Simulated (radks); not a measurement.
Results of a calculation; reference values are marked as such.
The mean radii <r> (bohr) of the occupied orbitals of an atom or ion are listed with their occupations. Level of theory: Dirac Kohn-Sham, PBE, spin-unpolarised, spherical densities, point nucleus (a radial shooting solver on a logarithmic mesh with Libxc functionals).

| orbital | occ. | <r> |
|---|---|---|
| 1s1/2 | 2 | 0.03609 |
| 2s1/2 | 2 | 0.1577 |
| 2p1/2 | 2 | 0.1346 |
| 2p3/2 | 4 | 0.1391 |
| 3s1/2 | 2 | 0.4430 |
| 3p1/2 | 2 | 0.4386 |
| 3p3/2 | 4 | 0.4491 |
| 3d3/2 | 4 | 0.4309 |
| 3d5/2 | 6 | 0.4344 |
| 4s1/2 | 2 | 1.155 |
| 4p1/2 | 2 | 1.271 |
| 4p3/2 | 4 | 1.301 |
| 4d3/2 | 3 | 1.847 |

Name the element and its charge. Open shells, if any, fill j = l - 1/2 first.

Answer. Z = 41, niobium, charge +2: Nb2+ in [Kr] 4d3. The 1s radius gives Z: for a bare nucleus <r> = (2 gamma + 1)/(2Z) with gamma = sqrt(1 - (Z/c)^2), 0.03547 bohr for Z = 41, and screening makes it slightly larger (0.03609 here). The occupations add up to 39, and the charge is Z minus that.
